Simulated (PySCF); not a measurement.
Level of theory: PBE-D3(BJ)/def2-TZVP // B3LYP-D3(BJ)/def2-SVP (PySCF). Gas-phase values, no solvent. One relaxed conformer stands for a flexible species; it need not be the lowest. Excitations are Tamm–Dancoff values on a coarser integration grid. The basis has no diffuse functions, so Rydberg states are missing or too high.

Reference species (SMILES): `O([Si](OC)(OC)OC)C` (neutral, multiplicity 1).

```json
{
 "HOMO": "-6.46 eV",
 "T1 excitation (TDA)": "6.52 eV"
}
```

Changed species: `CO[Si]([SiH3])(OC)OC` (1 of 4 OCH3 replaced by SiH3; the reference has 0 of 4 OCH3 replaced by SiH3).

Question: Predict the effect on the HOMO and T1 excitation (TDA).

Answer: the HOMO goes up by 0.10 eV, to -6.36 eV; the T1 excitation (TDA) falls by 1.04 eV, to 5.48 eV.
